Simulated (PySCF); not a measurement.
**Correlation energy of W⁺ (tungsten, charge +1)**

[Xe] 4f14 5d4 6p1, one real determinant (an excited configuration). All numbers are calculated (PySCF 2.14, a scalar-relativistic core potential, in aug-cc-pVDZ-PP with ECP60MDF (5s5p4d2f, 54 functions)). Frozen: 5s2 5p6; 5 electrons correlated.

```json
{"level": "CCSD", "correlation energy (mhartree)": "-44.22"}
{"level": "(T)", "correlation energy (mhartree)": "-1.10"}
{"level": "CCSD(T)", "correlation energy (mhartree)": "-45.32"}
```

Diagnostics: T1 = 0.010, D1 = 0.0282, largest double amplitude 0.119.

The real determinant used has ⟨L²⟩ near 8 against 12 for a pure F term, so it mixes terms. Spin-orbit coupling, absent here, splits the open shell strongly.

Cost of the coupled-cluster step: roughly 1.6 core-seconds, for 5 correlated electrons.

Iterations:

```
CC2 = 0
CCSD nocc = (np.int64(5), np.int64(0)), nmo = (50, 50)
frozen orbitals [[0, 1, 2, 3], [0, 1, 2, 3]]
max_cycle = 100
direct = 0
conv_tol = 1e-08
conv_tol_normt = 1e-06
diis_space = 8
diis_start_cycle = 0
Init t2, MP2 energy = -0.034956696656277
Init E_corr(UCCSD) = -0.0349566966594898
cycle = 1  E_corr(UCCSD) = -0.0406986265094801  dE = -0.00574192985  norm(t1,t2) = 0.0332196
cycle = 2  E_corr(UCCSD) = -0.0419627654461261  dE = -0.00126413894  norm(t1,t2) = 0.0191591
cycle = 3  E_corr(UCCSD) = -0.04305544990066  dE = -0.00109268445  norm(t1,t2) = 0.0149954
cycle = 4  E_corr(UCCSD) = -0.0434567554304022  dE = -0.00040130553  norm(t1,t2) = 0.0108567
cycle = 5  E_corr(UCCSD) = -0.0441329796249079  dE = -0.000676224195  norm(t1,t2) = 0.00603683
cycle = 6  E_corr(UCCSD) = -0.0440984277916821  dE = 3.45518332e-05  norm(t1,t2) = 0.00225734
cycle = 7  E_corr(UCCSD) = -0.0441868755793901  dE = -8.84477877e-05  norm(t1,t2) = 0.00185633
cycle = 8  E_corr(UCCSD) = -0.0441167805141897  dE = 7.00950652e-05  norm(t1,t2) = 0.00148514
cycle = 9  E_corr(UCCSD) = -0.0442480165609345  dE = -0.000131236047  norm(t1,t2) = 0.00105706
cycle = 10  E_corr(UCCSD) = -0.0442082339425264  dE = 3.97826184e-05  norm(t1,t2) = 0.000546078
cycle = 11  E_corr(UCCSD) = -0.0442196334845157  dE = -1.1399542e-05  norm(t1,t2) = 0.00015961
cycle = 12  E_corr(UCCSD) = -0.044219602675481  dE = 3.08090347e-08  norm(t1,t2) = 4.86225e-05
cycle = 13  E_corr(UCCSD) = -0.0442199053229433  dE = -3.02647462e-07  norm(t1,t2) = 1.25194e-05
cycle = 14  E_corr(UCCSD) = -0.0442199016946037  dE = 3.62833955e-09  norm(t1,t2) = 4.42174e-06
cycle = 15  E_corr(UCCSD) = -0.0442198894539318  dE = 1.22406719e-08  norm(t1,t2) = 9.61345e-07
cycle = 16  E_corr(UCCSD) = -0.044219884684135  dE = 4.76979686e-09  norm(t1,t2) = 3.15884e-07
UCCSD converged
E(UCCSD) = -66.31144046145317  E_corr = -0.04421988468413499
UCCSD(T) correction = -0.00110068642993104
```

The reference is one real determinant that mixes LS terms of this configuration.
